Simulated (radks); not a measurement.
Problem. Valence configurations of the aluminium ion Al2+ (all share [Ne]). Calculated with a radial shooting solver on a logarithmic mesh with Libxc functionals: scalar-relativistic Kohn-Sham, BLYP, spin-polarised, spherical densities, finite nucleus; open shells are filled with parallel spins first; Fermi nuclear charge, rms radius 3.061 fm. Order these by energy: 3p1; 3s1; 3s0.5 3p0.5.

Solution. From the lowest, in eV above it: 3s1 0.000; 3s0.5 3p0.5 3.334; 3p1 6.669. NIST lists [Ne] 3s1 as the ground configuration; this level of theory agrees among the configurations tried. The energies are those of spherical high-spin densities, not of single terms.
